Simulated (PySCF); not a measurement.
Isomers of C5H5F3O, mass 138.029 u with the commonest isotopes. Method used: CAM-B3LYP/def2-SVPD in PySCF (dipole) on a GFN2-xTB geometry, gas phase. One conformer each, none proved a minimum here; rigid rotors.

Task: Order these by out-of-plane moment Σ m c² = (Ia + Ib − Ic)/2, largest first.
A. `[F:1][CH2:2][C@@H:3]1[O:4][C@@H:5]([F:6])[CH:7]=[C:8]1[F:9]` with F1–C2–C3–O4 65°
B. `[CH2:1]=[C:2]([O:3]/[CH:4]=[CH:5]/[F:6])[CH:7]([F:8])[F:9]` with C1–C2–O3–C4 17°, C2–O3–C4–C5 -164°, C1–C2–C7–F8 40°
C. `[CH2:1]=[C:2]1[C@@H:3]([F:4])[O:5][C@@H:6]1[CH:7]([F:8])[F:9]` with O5–C6–C7–F8 -70°
D. `[CH:1]#[C:2][C@@H:3]([CH2:4][OH:5])[C:6]([F:7])([F:8])[F:9]` with C2–C3–C4–O5 -66°, C3–C4–O5–H 61°

Result: C (52.35 u·Å²), D (50.21 u·Å²), A (45.86 u·Å²), B (39.10 u·Å²).

Task: Order these by radius of gyration √(Σ m r²/M), smallest first.
A. `[F:1][CH2:2][C@@H:3]1[O:4][C@@H:5]([F:6])[CH:7]=[C:8]1[F:9]` with F1–C2–C3–O4 65°
B. `[CH2:1]=[C:2]([O:3]/[CH:4]=[CH:5]/[F:6])[CH:7]([F:8])[F:9]` with C1–C2–O3–C4 17°, C2–O3–C4–C5 -164°, C1–C2–C7–F8 40°
C. `[CH:1]#[C:2][C@@H:3]([CH2:4][OH:5])[C:6]([F:7])([F:8])[F:9]` with C2–C3–C4–O5 -66°, C3–C4–O5–H 61°

Result: A (1.972 Å), C (2.013 Å), B (2.525 Å).

Task: Order these by dipole moment, largest first.
A. `[F:1][CH2:2][C@@H:3]1[O:4][C@@H:5]([F:6])[CH:7]=[C:8]1[F:9]` with F1–C2–C3–O4 65°
B. `[CH:1]#[C:2][C@@H:3]([CH2:4][OH:5])[C:6]([F:7])([F:8])[F:9]` with C2–C3–C4–O5 -66°, C3–C4–O5–H 61°
C. `[CH2:1]=[C:2]([O:3]/[CH:4]=[CH:5]/[F:6])[CH:7]([F:8])[F:9]` with C1–C2–O3–C4 17°, C2–O3–C4–C5 -164°, C1–C2–C7–F8 40°

Result: B (1.98 D), A (1.36 D), C (1.09 D).

```json
{"SMILES": "C#C[C@@H](CO)C(F)(F)F", "point group": "C1", "Ia (u·Å²)": "236.09", "Ib (u·Å²)": "373.37", "Ic (u·Å²)": "509.04", "κ": "-0.37", "μa (D)": "1.52", "μb (D)": "1.26", "μc (D)": "0.14"}
{"SMILES": "C=C(O/C=C/F)C(F)F", "point group": "C1", "Ia (u·Å²)": "110.25", "Ib (u·Å²)": "808.56", "Ic (u·Å²)": "840.61", "κ": "-0.99", "μa (D)": "0.84", "μb (D)": "0.33", "μc (D)": "0.61"}
{"SMILES": "FC[C@@H]1O[C@@H](F)C=C1F", "point group": "C1", "Ia (u·Å²)": "205.03", "Ib (u·Å²)": "377.37", "Ic (u·Å²)": "490.68", "κ": "-0.57", "μa (D)": "1.15", "μb (D)": "0.40", "μc (D)": "0.59"}
{"SMILES": "C=C1[C@@H](F)O[C@@H]1C(F)F", "point group": "C1", "Ia (u·Å²)": "165.15", "Ib (u·Å²)": "455.27", "Ic (u·Å²)": "515.72", "κ": "-0.87", "μa (D)": "0.55", "μb (D)": "0.94", "μc (D)": "0.11"}
```
